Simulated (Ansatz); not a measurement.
## Isomers of C2H4GeN

2 of its isomers, all doublets with charge 0: A = `[C]#[C][GeH2][NH2]`; B = `[CH3][GeH][C]#N`.

Shapes, held fixed at every level: PBE0-D4/def2-TZVP. Flexible molecules stand in one conformer, not always the lowest. Programs: Ansatz 0.2.0.

A:

```xyz
8

C     2.2681   -0.5032    1.7281
C     1.3713   -0.0659    1.0364
Ge   -0.0383    0.6568   -0.0513
N    -1.0650   -0.6432   -0.8266
H     0.6195    1.4729   -1.1671
H    -0.9378    1.4918    0.8637
H    -0.5634   -1.2390   -1.4709
H    -1.5621   -1.2272   -0.1682
```

B:

```xyz
8

C    -0.7123    0.9248   -0.3775
Ge   -0.1068   -0.4525    0.8631
C     1.6457   -1.0294    0.3225
N     2.7306   -1.3261    0.0625
H    -1.7033    1.2726   -0.0882
H    -0.0167    1.7629   -0.3687
H    -0.7548    0.5035   -1.3840
H    -0.9902   -1.7131    0.9147
```

Electronic energies in kJ/mol, without zero-point or thermal terms.

```json
{"level": "PBE-D4/def2-TZVPP", "kind": "GGA", "B − A": "-325.2"}
{"level": "r2SCAN-D4/def2-TZVPP", "kind": "meta-GGA", "B − A": "-317.5"}
{"level": "BHLYP-D4/def2-TZVPP", "kind": "global hybrid", "B − A": "-324.7"}
{"level": "PBE0-D4/def2-TZVPP", "kind": "global hybrid", "B − A": "-327.9"}
{"level": "r2SCAN0-D4/def2-TZVPP", "kind": "global hybrid", "B − A": "-317.3"}
{"level": "wB97M-V/def2-TZVPP", "kind": "range-separated hybrid", "B − A": "-336.5"}
{"level": "wB97X-V/def2-TZVPP", "kind": "range-separated hybrid", "B − A": "-331.4"}
{"level": "B2PLYP/def2-TZVPP", "kind": "double hybrid", "B − A": "-330.3"}
```

B2PLYP/def2-TZVPP puts B lowest of these. All levels agree on that. The B − A difference spans -336.5 to -317.3 kJ/mol over the levels. Spin contamination: GeH2(NH2)(CC) (⟨S²⟩ up to 1.15). Open shells run unrestricted. Relativity is left out for Ge. Outer-core shells of Ge are correlated, in sets that cover them unevenly.
